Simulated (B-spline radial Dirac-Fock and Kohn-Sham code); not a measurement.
## K-line shifts caused by a second vacancy in I⁴⁺

System: iodine as I⁴⁺, configuration [Kr] 4d10 5s2 5p1.

The run's input, task.json:

```json
{"items": [{
  "Z": 53,
  "q": 4,
  "cfg": [[1, 0, 2], [2, 0, 2], [2, 1, 6], [3, 0, 2], [3, 1, 6], [3, 2, 10], [4, 0, 2], [4, 1, 6], [4, 2, 10], [5, 0, 2], [5, 1, 1]],
  "A": 127,
  "rrms": 4.75,
  "do": ["binding", "quiet", "double"]
}]}
```

Run with: `python xray_run.py task.json out`

Level of theory: Dirac-Fock energy differences between relaxed states, corrected for Breit and QED terms; a radial B-spline solver. Each two-hole energy is an average over J within one jj subconfiguration, not an observable level; in light atoms, where LS coupling holds, the j-resolved values are not observed lines, and for a K spectator the Kα1 hypersatellite is nearly forbidden. No correlation.

Lines without a spectator: Kα2 (K-L2) 28315.7 eV, Kα1 (K-L3) 28610.5 eV, Kβ3 (K-M2) 32234.9 eV, Kβ1 (K-M3) 32291.6 eV. Shifts in eV with one spectator hole (a dash: not computed, or left out as unreliable):

| spectator hole | Kα2 | Kα1 | Kβ3 | Kβ1 |
| --- | --- | --- | --- | --- |
| K (1s) | +620.3 | +642.8 | +793.2 | +798.1 |
| L2 (2p1/2) | +69.8 | +88.7 | – | +185.4 |
| L3 (2p3/2) | +66.2 | +67.1 | +161.2 | – |
| M2 (3p1/2) | – | +10.76 | +23.81 | +28.77 |
| M3 (3p3/2) | +7.64 | – | +23.91 | +23.42 |
| M4 (3d3/2) | +1.59 | -1.27 | – | – |
| M5 (3d5/2) | -1.86 | +0.31 | – | – |
